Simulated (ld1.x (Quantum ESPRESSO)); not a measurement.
# u(r) = r·R(r): atom against pseudo-atom (N)

Columns: radius, all-electron u(r) and pseudo u(r) of the 2p shell (level -7.24 eV) of nitrogen in the configuration [He] 2s2 2p3; LDA (PZ), scalar-relativistic, TM scheme, ld1.x (Quantum ESPRESSO) 7.5.

| r (bohr) | all-electron | pseudo |
| --- | --- | --- |
| 0.062 | 0.0319 | 0.0148 |
| 0.125 | 0.1056 | 0.0588 |
| 0.188 | 0.1969 | 0.1280 |
| 0.250 | 0.2905 | 0.2145 |
| 0.312 | 0.3802 | 0.3119 |
| 0.375 | 0.4634 | 0.4135 |
| 0.438 | 0.5364 | 0.5099 |
| 0.500 | 0.5978 | 0.5934 |
| 0.562 | 0.6489 | 0.6616 |
| 0.625 | 0.6908 | 0.7139 |
| 0.688 | 0.7234 | 0.7498 |
| 0.750 | 0.7471 | 0.7715 |
| 0.812 | 0.7636 | 0.7828 |
| 0.875 | 0.7739 | 0.7867 |
| 0.938 | 0.7784 | 0.7856 |
| 1.000 | 0.7782 | 0.7815 |
| 1.062 | 0.7740 | 0.7751 |
| 1.125 | 0.7664 | 0.7666 |
| 1.188 | 0.7560 | 0.7560 |
| 1.250 | 0.7435 | 0.7435 |
| 1.312 | 0.7291 | 0.7291 |
| 1.375 | 0.7131 | 0.7131 |
| 1.438 | 0.6960 | 0.6960 |
| 1.500 | 0.6783 | 0.6783 |
| 1.562 | 0.6600 | 0.6600 |
| 1.625 | 0.6410 | 0.6410 |

How many radial nodes do the two functions have?

The all-electron 2p function has n − l − 1 = 0; the pseudo-wave has 0.

At about which radius was the pseudo-wave matched?

1.25 bohr. The columns agree to 0.0005 from 1.12 bohr on; several derivatives are matched, so the curves merge somewhat inside the radius.

Is the pseudo-wave norm-conserving?

Yes: the TM scheme keeps the norm inside the radius equal to the all-electron one, which fixes the energy derivative of the logarithmic derivative at the level.
